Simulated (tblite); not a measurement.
C7H15NSi.
SMILES with atom numbers: `[CH3:1][Si@@H:2]1[CH2:3][CH2:4][CH2:5][N:6]1[CH:7]1[CH2:8][CH2:9]1` (hydrogens: H10, H11, H12 on C1; H13 on Si2; H14, H15 on C3; H16, H17 on C4; H18, H19 on C5; H20 on C7; H21, H22 on C8; H23, H24 on C9)

Computed with GFN2-xTB (tblite), gas phase: L-BFGS steps from a force-field or distance-geometry start until the largest atomic force falls under 0.01 eV/Å.

Step 25: E = -742.3876 eV
```
atom  x, y, z in Å  |  force x, y, z in eV/Å
C1     -1.3354    1.5563   -1.5844   -0.006   0.061  -0.091
Si2    -0.8218   -0.2077   -1.0741    0.062   0.154   0.030
C3     -2.1809   -1.0470   -0.0496    0.024  -0.002   0.065
C4     -1.5587   -1.2329    1.3411    0.040  -0.035  -0.014
C5     -0.3807   -0.2721    1.5239   -0.002  -0.005   0.021
N6      0.2900   -0.1619    0.2425    0.096   0.013   0.034
C7      1.5094    0.5694    0.2326    0.050  -0.016   0.092
C8      2.5089    0.3346   -0.8573    0.108  -0.082   0.105
C9      2.7987   -0.1440    0.5377   -0.045  -0.029   0.047
H10    -1.4245    2.1916   -0.7078    0.034  -0.006   0.074
H11    -0.5775    1.9953   -2.2220    0.078   0.046  -0.057
H12    -2.2769    1.6258   -2.1123   -0.112  -0.125  -0.117
H13    -0.1780   -0.9723   -2.1454   -0.135  -0.026  -0.076
H14    -2.4843   -2.0052   -0.4632   -0.035  -0.014   0.036
H15    -3.0785   -0.4355    0.0085   -0.005   0.062   0.000
H16    -2.2882   -1.0825    2.1369   -0.035   0.006   0.007
H17    -1.1879   -2.2534    1.4238    0.075  -0.043  -0.010
H18    -0.7264    0.7134    1.8724   -0.080   0.031  -0.055
H19     0.3078   -0.6431    2.2903    0.081  -0.073  -0.074
H20     1.4193    1.5916    0.6077    0.032  -0.011  -0.023
H21     2.2829   -0.4146   -1.6015   -0.036   0.045   0.081
H22     3.0846    1.1647   -1.2433   -0.130   0.032   0.053
H23     2.7387   -1.2082    0.7126    0.000   0.038   0.007
H24     3.5476    0.3575    1.1383   -0.060  -0.022  -0.136
```

Step 26: E = -742.3956 eV
```
atom  x, y, z in Å  |  force x, y, z in eV/Å
C1     -1.3350    1.5667   -1.5985    0.022  -0.080  -0.087
Si2    -0.8219   -0.1943   -1.0664    0.073   0.179  -0.020
C3     -2.1764   -1.0431   -0.0462    0.034  -0.004   0.079
C4     -1.5534   -1.2388    1.3436    0.063  -0.017  -0.081
C5     -0.3758   -0.2798    1.5325    0.011   0.020   0.006
N6      0.2878   -0.1515    0.2501    0.131   0.057   0.008
C7      1.5085    0.5788    0.2379    0.038  -0.036   0.103
C8      2.5041    0.3293   -0.8544    0.045  -0.046   0.120
C9      2.7907   -0.1454    0.5447    0.020  -0.030  -0.042
H10    -1.4346    2.2085   -0.7289    0.031   0.031   0.064
H11    -0.5757    1.9980   -2.2409    0.045   0.048  -0.020
H12    -2.2740    1.6114   -2.1328   -0.112  -0.075  -0.113
H13    -0.1787   -0.9638   -2.1349   -0.133  -0.029  -0.085
H14    -2.4798   -1.9972   -0.4662   -0.024  -0.056   0.020
H15    -3.0753   -0.4369    0.0137   -0.049   0.111   0.026
H16    -2.2818   -1.0916    2.1387   -0.062  -0.015   0.045
H17    -1.1793   -2.2583    1.4148    0.056  -0.064   0.011
H18    -0.7198    0.7006    1.8938   -0.089   0.052  -0.031
H19     0.3193   -0.6594    2.2877    0.079  -0.077  -0.049
H20     1.4219    1.6056    0.6068    0.044  -0.079  -0.034
H21     2.2611   -0.4158   -1.5999    0.008   0.072   0.140
H22     3.0779    1.1597   -1.2455   -0.116  -0.020   0.073
H23     2.7246   -1.2097    0.7220   -0.023   0.065   0.003
H24     3.5538    0.3468    1.1360   -0.092  -0.004  -0.134
```

Step 27: E = -742.4035 eV
```
atom  x, y, z in Å  |  force x, y, z in eV/Å
C1     -1.3345    1.5769   -1.6135    0.026  -0.165  -0.063
Si2    -0.8202   -0.1785   -1.0588    0.054   0.133  -0.059
C3     -2.1715   -1.0391   -0.0421    0.030   0.011   0.048
C4     -1.5473   -1.2451    1.3454    0.063   0.000  -0.103
C5     -0.3703   -0.2869    1.5404    0.024   0.038  -0.008
N6      0.2878   -0.1412    0.2576    0.102   0.073  -0.011
C7      1.5090    0.5869    0.2452    0.020  -0.042   0.086
C8      2.5002    0.3231   -0.8490   -0.039   0.015   0.090
C9      2.7836   -0.1474    0.5516    0.083  -0.033  -0.100
H10    -1.4439    2.2250   -0.7488    0.018   0.038   0.001
H11    -0.5731    2.0023   -2.2596   -0.008   0.042   0.019
H12    -2.2724    1.5943   -2.1542   -0.063  -0.015  -0.081
H13    -0.1841   -0.9563   -2.1272   -0.128  -0.021  -0.080
H14    -2.4763   -1.9900   -0.4687   -0.003  -0.061   0.012
H15    -3.0723   -0.4363    0.0190   -0.053   0.128   0.053
H16    -2.2760   -1.1005    2.1407   -0.052  -0.047   0.052
H17    -1.1695   -2.2640    1.4059    0.028  -0.063   0.029
H18    -0.7152    0.6889    1.9126   -0.077   0.049  -0.004
H19     0.3322   -0.6758    2.2839    0.059  -0.062  -0.026
H20     1.4247    1.6177    0.6052    0.061  -0.111  -0.021
H21     2.2396   -0.4152   -1.5959    0.041   0.060   0.166
H22     3.0680    1.1551   -1.2458   -0.069  -0.048   0.084
H23     2.7112   -1.2101    0.7320   -0.045   0.044   0.005
H24     3.5589    0.3357    1.1316   -0.074   0.036  -0.089
```

Step 28: E = -742.4096 eV
```
atom  x, y, z in Å  |  force x, y, z in eV/Å
C1     -1.3343    1.5829   -1.6258    0.012  -0.153  -0.029
Si2    -0.8177   -0.1650   -1.0538    0.021   0.033  -0.065
C3     -2.1677   -1.0359   -0.0389    0.012   0.033  -0.003
C4     -1.5419   -1.2499    1.3460    0.040   0.009  -0.071
C5     -0.3657   -0.2914    1.5457    0.023   0.038  -0.012
N6      0.2891   -0.1324    0.2627    0.026   0.054  -0.010
C7      1.5105    0.5917    0.2526    0.008  -0.036   0.051
C8      2.4968    0.3187   -0.8432   -0.088   0.068   0.037
C9      2.7799   -0.1496    0.5556    0.102  -0.032  -0.098
H10    -1.4501    2.2365   -0.7637    0.001   0.019  -0.073
H11    -0.5715    2.0069   -2.2731   -0.051   0.027   0.042
H12    -2.2716    1.5808   -2.1711   -0.005   0.028  -0.044
H13    -0.1921   -0.9514   -2.1237   -0.118  -0.010  -0.069
H14    -2.4744   -1.9856   -0.4695    0.020  -0.026   0.012
H15    -3.0703   -0.4335    0.0238   -0.018   0.108   0.070
H16    -2.2724   -1.1077    2.1423   -0.007  -0.073   0.025
H17    -1.1614   -2.2690    1.4000    0.000  -0.039   0.033
H18    -0.7138    0.6810    1.9254   -0.047   0.023   0.014
H19     0.3429   -0.6885    2.2798    0.026  -0.028  -0.016
H20     1.4281    1.6248    0.6033    0.074  -0.092   0.015
H21     2.2245   -0.4135   -1.5897    0.045   0.011   0.138
H22     3.0582    1.1515   -1.2437   -0.005  -0.032   0.073
H23     2.7014   -1.2096    0.7400   -0.055  -0.009   0.007
H24     3.5617    0.3279    1.1265   -0.017   0.080  -0.026
```

Q: Estimate the geometry and energy of step 29. (The exact step hangs on the optimiser's Hessian estimate; all steps are aligned on step 28, rigid shifts and turns removed.)

A: E = -742.4139 eV, largest force 0.122 eV/Å
```
atom  x, y, z in Å  |  force x, y, z in eV/Å
C1     -1.3344    1.5846   -1.6348   -0.011  -0.079  -0.004
Si2    -0.8157   -0.1558   -1.0516   -0.007  -0.064  -0.042
C3     -2.1654   -1.0333   -0.0371   -0.007   0.044  -0.036
C4     -1.5378   -1.2531    1.3457    0.013   0.008  -0.019
C5     -0.3623   -0.2936    1.5489    0.007   0.024  -0.008
N6      0.2899   -0.1248    0.2657   -0.046   0.024   0.002
C7      1.5119    0.5942    0.2585    0.003  -0.027   0.018
C8      2.4931    0.3169   -0.8386   -0.082   0.081  -0.011
C9      2.7792   -0.1517    0.5565    0.079  -0.026  -0.047
H10    -1.4539    2.2434   -0.7750   -0.012  -0.008  -0.118
H11    -0.5714    2.0104   -2.2814   -0.065   0.011   0.042
H12    -2.2713    1.5734   -2.1832    0.031   0.044  -0.019
H13    -0.1992   -0.9483   -2.1229   -0.104  -0.007  -0.064
H14    -2.4731   -1.9834   -0.4692    0.031   0.021   0.013
H15    -3.0690   -0.4295    0.0283    0.028   0.070   0.072
H16    -2.2703   -1.1139    2.1433    0.041  -0.084  -0.011
H17    -1.1559   -2.2730    1.3971   -0.018  -0.006   0.024
H18    -0.7143    0.6761    1.9346   -0.013  -0.009   0.021
H19     0.3506   -0.6979    2.2765   -0.005   0.010  -0.019
H20     1.4326    1.6279    0.6024    0.076  -0.046   0.056
H21     2.2159   -0.4123   -1.5829    0.026  -0.042   0.080
H22     3.0515    1.1485   -1.2407    0.048   0.010   0.048
H23     2.6943   -1.2093    0.7452   -0.046  -0.048   0.004
H24     3.5632    0.3243    1.1222    0.032   0.099   0.018
```

The energy changes by -0.0043 eV. The first-order estimate −F·Δx gives -0.0060 eV and the mean of the old and new forces, exact on a quadratic surface, -0.0043 eV. The step makes an angle of 71° with the force vector and moves no atom by more than 0.014 Å.

What follows is the cost of the whole relaxation. On Arm Neoverse V2, one thread, no GPU, on a shared host, this took 1.3 s wall.
